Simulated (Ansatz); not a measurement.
Cost and result up the ladder for the cluster InGaN₂ (the lowest singlet isomer of a short search) (4 atoms). The state is a singlet with charge 0. Geometry: PBE-D4/def2-SVP.

```xyz
4

Ga   -1.081    1.854   -0.303
In    1.147   -1.968    0.322
N     0.348    0.203   -0.474
N    -0.414   -0.089    0.456
```

Ansatz on 2 threads of Intel Xeon Platinum 8488C on a shared host. Times are rough, and most runs start from the orbitals of an earlier one. ωB97M-V/def2-TZVP serves as the yardstick here, not as an exact answer. Differences are given only for rows in sets of like size (and for xTB, whose basis is part of the method), since another set adds its own error. Binding counts from free atoms at the same level (Ga doublet, In doublet, N quartet; other spins of the atoms weren't run), without zero-point energy or a counterpoise term.

In the def2 sets In takes a core potential; there is no spin–orbit coupling. LC-ωPBE has ω = 0.4 bohr⁻¹. Correlated methods freeze 15 core orbitals; core or outer-core shells of Ga, In are correlated, in sets that lack core-valence functions. The structure comes from a short search, and lower isomers may exist.

Correlated methods converge slowly with the basis.

```
                          level  functions  wall time
                PBE-D4/def2-SVP         86      0.8 s
               PBE0-D4/def2-SVP         86      1.3 s
               PBE-D4/def2-TZVP        160      1.4 s
              PBE-D4/def2-TZVPD        184      2.2 s
              PBE0-D4/def2-TZVP        160      2.3 s
              LC-ωPBE/def2-TZVP        160      2.5 s
             BHLYP-D4/def2-TZVP        160      2.6 s
            r2SCAN-D4/def2-TZVP        160      2.9 s
             PBE0-D4/def2-TZVPD        184      3.4 s
           r2SCAN0-D4/def2-TZVP        160      3.8 s
              RPA@PBE/def2-TZVP        160      3.9 s
              ωB97M-V/def2-TZVP        160        7 s
ωB97X-V/def2-TZVP (with forces)        160        8 s
             CCSD(T)/def2-TZVPP        160       36 s
```

Q: Estimate what each level gives for the binding energy per atom (eV).

A: 
| level | binding energy per atom (eV) | difference from ωB97M-V/def2-TZVP (eV) | remarks |
| --- | --- | --- | --- |
| PBE-D4/def2-SVP | 3.03 | – | – |
| PBE0-D4/def2-SVP | 2.71 | – | – |
| PBE-D4/def2-TZVP | 3.00 | 0.32 | – |
| PBE-D4/def2-TZVPD | 3.00 | 0.32 | – |
| PBE0-D4/def2-TZVP | 2.70 | 0.02 | – |
| LC-ωPBE/def2-TZVP | 2.58 | -0.09 | – |
| BHLYP-D4/def2-TZVP | 2.39 | -0.29 | – |
| r2SCAN-D4/def2-TZVP | 2.68 | 0.00 | – |
| PBE0-D4/def2-TZVPD | 2.70 | 0.02 | – |
| r2SCAN0-D4/def2-TZVP | 2.45 | -0.23 | – |
| RPA@PBE/def2-TZVP | 2.47 | -0.21 | – |
| ωB97M-V/def2-TZVP | 2.68 | 0.00 | – |
| ωB97X-V/def2-TZVP (with forces) | 2.69 | 0.02 | – |
| CCSD(T)/def2-TZVPP | 2.52 | -0.16 | large T1 (0.022) |
